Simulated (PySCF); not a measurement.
Exercise with solution: oscillator strength and radiative lifetime

Al(Me)(OSiH3)2 (CH₉AlO₂Si₂), SMILES [CH3][Al]([O][SiH3])[O][SiH3].

Coordinates come from a B3LYP-D3(BJ)/def2-SVP optimisation. The isomer is the one that the SMILES or the coordinates give; other isomers of the formula were not compared. The values are those of a single conformer.

TDA-LC-ωPBE/def2-SVPD (PySCF) puts the first singlet state with f over 0.02 at 7.66 eV (vertical), with the transition dipole (0.241, 0.400, 0.358) in atomic units.

Q: Find the oscillator strength, the wavelength and the radiative lifetime that this transition would have in vacuum if emission retraced absorption.

A: 
|μ|² = 0.3462 au, so |μ| = 1.50 D. ΔE = 7.66/27.211 = 0.2815 hartree. f = (2/3) ΔE |μ|² = 0.065 (the program prints 0.065).
λ = 1239.84/7.66 = 162 nm; ν = 61782 cm⁻¹.
Einstein's coefficient A = 0.6670 ν² f s⁻¹ (ν in cm⁻¹) = 1.7e8 s⁻¹, so τ = 1/A = 6.0 ns. This state is S3; the lower singlets have f = 0.002, 0.000. The figure is the radiative limit of this one transition; relaxation, internal conversion, crossing to triplets and a medium change what is measured.
